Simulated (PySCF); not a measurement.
P: excitation energy

P [Ne] 3s2 3p3 (4S) → P [Ne] 3s1 3p3 4s1 (6S), as a difference of total energies. Computed with PySCF 2.14 in aug-cc-pV(T+d)Z (6s5p4d2f, 55 functions), with no relativity, point nucleus. Correlated levels: valence: [Ne] frozen. The calculations carry no spin-orbit coupling.

| method | excitation energy (eV) |
| --- | --- |
| UHF | 10.712 |
| LDA | 12.690 |
| PBE | 12.621 |
| PBE0 | 12.529 |
| r2SCAN | 12.167 |
| revPBE | 12.560 |
| TPSS | 12.745 |
| CAM-B3LYP | 13.111 |
| r2SCAN0 | 12.198 |
| MP2 (valence) | 12.149 |
| SCS-MP2 (valence) | 12.636 |

How much does correlation contribute at MP2 (valence)?

12.149 − (10.712) = 1.437 eV, measured against UHF.

The upper state lies above the first ionisation limit, but in LS coupling its spin forbids autoionisation to the ground ion. A Rydberg-like electron needs more diffuse functions than a valence basis has.

The promoted electron is Rydberg-like, and one or two diffuse shells describe it only roughly, which tends to raise the upper state.
